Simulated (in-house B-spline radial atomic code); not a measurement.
Ionisation energies along the 6-electron series, configuration [He] 2s2 2p2, as differences of self-consistent energies. Dirac energy differences include first-order Breit, QED and recoil terms. NIST's values go from ground level to ground level; the uncertainty of those that are theory runs from under 0.1 % in few-electron ions to several per cent in heavy many-electron ones. Computed with a radial B-spline atomic code at the basis-set limit: Dirac-Hartree-Fock, average of the configuration, finite nuclei.

| ion | configuration after | ionisation energy (eV) | IE/(q+1)² (eV) | Breit and QED recoil part (eV) | tabulated value (eV) | tabulated kind | computed minus tabulated (eV) |
| --- | --- | --- | --- | --- | --- | --- | --- |
| Xe48+ | [He] 2s2 2p1 | 8749.6 | 3.6441 | -8.3392 | 8971 | tabulated theory | -221 |
| Cs49+ | [He] 2s2 2p1 | ? | ? | ? | ? | tabulated theory | ? |
| Ba50+ | [He] 2s2 2p1 | 9477.3 | 3.6437 | -9.4138 | 9739 | tabulated theory | -262 |
| La51+ | [He] 2s2 2p1 | ? | ? | ? | ? | tabulated theory | ? |
| Ce52+ | [He] 2s2 2p1 | ? | ? | ? | ? | tabulated theory | ? |
| Pr53+ | [He] 2s2 2p1 | 10627.7 | 3.6446 | -11.206 | 10959 | tabulated theory | -331 |
| Nd54+ | [He] 2s2 2p1 | 11027.0 | 3.6453 | -11.855 | 11384 | tabulated theory | -357 |
| Pm55+ | [He] 2s2 2p1 | 11434.4 | 3.6462 | -12.529 | 11819 | tabulated theory | -385 |
| Sm56+ | [He] 2s2 2p1 | 11849.8 | 3.6472 | -13.231 | 12264 | tabulated theory | -414 |
| Eu57+ | [He] 2s2 2p1 | 12273.3 | 3.6484 | -13.961 | 12718 | tabulated theory | -445 |
| Gd58+ | [He] 2s2 2p1 | 12705.0 | 3.6498 | -14.72 | 13183 | tabulated theory | -478 |
| Tb59+ | [He] 2s2 2p1 | 13144.9 | 3.6514 | -15.51 | 13658 | tabulated theory | -513 |
| Dy60+ | [He] 2s2 2p1 | 13593.2 | 3.6531 | -16.329 | 14144 | tabulated theory | -551 |
| Ho61+ | [He] 2s2 2p1 | 14049.8 | 3.655 | -17.18 | 14639 | tabulated theory | -589 |

**Question.** Fill in the row of Cs49+.

**Answer.** ionisation energy (eV): 9109.6; IE/(q+1)² (eV): 3.6438; Breit and QED recoil part (eV): -8.8651; tabulated value (eV): 9350; computed minus tabulated (eV): -240.

**Question.** Fill in the row of La51+.

**Answer.** ionisation energy (eV): 9852.9; IE/(q+1)² (eV): 3.6438; Breit and QED recoil part (eV): -9.9866; tabulated value (eV): 10136; computed minus tabulated (eV): -283.

**Question.** Fill in the row of Ce52+.

**Answer.** ionisation energy (eV): 10236.4; IE/(q+1)² (eV): 3.6441; Breit and QED recoil part (eV): -10.584; tabulated value (eV): 10542; computed minus tabulated (eV): -306.

Where a p, d or f electron is removed, the computed value is a mean over both j, so it misses the tabulated one by a part of the spin-orbit splitting; averaging over terms and missing correlation add to the gap, relatively most at low charge.
